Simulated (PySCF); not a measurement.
Working out the ionisation energy of Ar⁺

Ar⁺ [Ne] 3s2 3p5 (2P) → Ar²⁺ [Ne] 3s2 3p4 (3P). All numbers are calculated (PySCF 2.14, no relativity, point nucleus, in def2-QZVPPD (10s7p5d2f1g, 79 functions)). Frozen: 1s2. Energies in hartree (1 hartree = 27.21139 eV):

```tsv
part	Ar⁺ (lower)	Ar²⁺ (upper)
UHF	-526.282528	-525.313471
CCSD correlation	-0.388140	-0.347459
(T)	-0.008163	-0.006515
```

Problem. What does Hartree-Fock give?

Solution. (-525.313471) − (-526.282528) = 0.969057 hartree = 26.369 eV.

Problem. What do CCSD and CCSD(T) give?

Solution. The CCSD correlation energies differ by 0.040681 hartree = 1.107 eV and the triples by 0.001648 hartree = 0.045 eV, so CCSD gives 27.476 eV and CCSD(T) 27.521 eV.

A first-order spin-orbit estimate adds -0.006 eV to CCSD(T) (valence and next inner shell), giving 27.515 eV against 27.630 eV (measured; NIST Atomic Spectra Database, ionization energies).

What remains against the reference includes basis incompleteness, the frozen core and higher excitations.
